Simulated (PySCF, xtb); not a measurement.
HgBr, SMILES [Hg+][Br], charge +1.

GFN2-xTB run with xtb 6.7.1 at its own geometry gives an orbital gap of 1.97 eV.

The structure is a stationary point at PBE0-D3(BJ)/def2-TZVP. The multiplicity is an assumed one; other spin states were not compared. The def2 effective core potentials stand for the cores of Hg; spin–orbit coupling is left out.

What does r2SCAN/def2-TZVPD (PySCF) give? (An estimate is asked for; the answer gives what the named calculation found.)

gap 1.47 eV (levels -13.42 and -11.95 eV).
